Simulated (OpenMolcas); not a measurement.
**What dynamic correlation does to the levels of neutral silver**

| Item | Value |
| --- | --- |
| Program | OpenMolcas 26.06 |
| Basis | ANO-R3 [8s6p5d3f2g1h] |
| Scalar Hamiltonian | X2C, finite nucleus |
| Active space | 11 electrons in 6 orbitals (4d 5s) |
| State averaging | 2S+1 = 2 even, 6 roots |
| Spin-orbit coupling | RASSI with atomic mean-field integrals over the reference wave functions, term energies averaged over their components |

Methods on the same reference wave functions:
A. CASSCF
B. SS-CASPT2, IPEA 0.25 Eh, imaginary shift 0.1 Eh (closed shells correlated: 4s 4p)

Energies in eV above 4d10 5s 2S 1/2, the measured ground level; measured values from NIST Handbook of Basic Atomic Spectroscopic Data.

```json
{"Level": "4d10 5s 2S 1/2", "A": "0.0000", "B": "0.0000", "Measured": "0.0000"}
{"Level": "4d9 5s2 2D 5/2", "A": "2.5455", "B": "3.780", "Measured": "3.7496"}
{"Level": "4d9 5s2 2D 3/2", "A": "3.0772", "B": "4.311", "Measured": "4.3040"}
```

Deviations, from unrounded energies. A percentage is the sum of absolute deviations over the sum of measured energies, with the sign that they share, or ± where signs differ.

```tsv
Against measurement	Levels	A	B
mean absolute deviation (cm-1)	2	9800	150
other configurations (%)	2	-30.2	+0.5
```

B lies closest to measurement on these levels. The largest miss of B in the table is 4d9 5s2 2D 5/2, by +240 cm-1. The ranking rests on the paired levels alone, and a cruder setting can come out closer through cancelling errors.

The lowest spin-free term lies below A's lowest term by 0.818 hartree in B.

A single d shell beside an s shell can misplace configurations of different d count against each other. Without dynamic correlation excited terms often stand tens of per cent too high (terms of higher spin than the ground term too low), and those without a measured partner can miss by more than the paired ones (holds for A). Measured partners are found by configuration, term and J. A level has none where our copy of the source lacks it or the pairing is in doubt (some pairs that miss far off the trend of their configuration count as doubtful), and it then counts in no deviation. Levels of configurations outside the active space are missing.
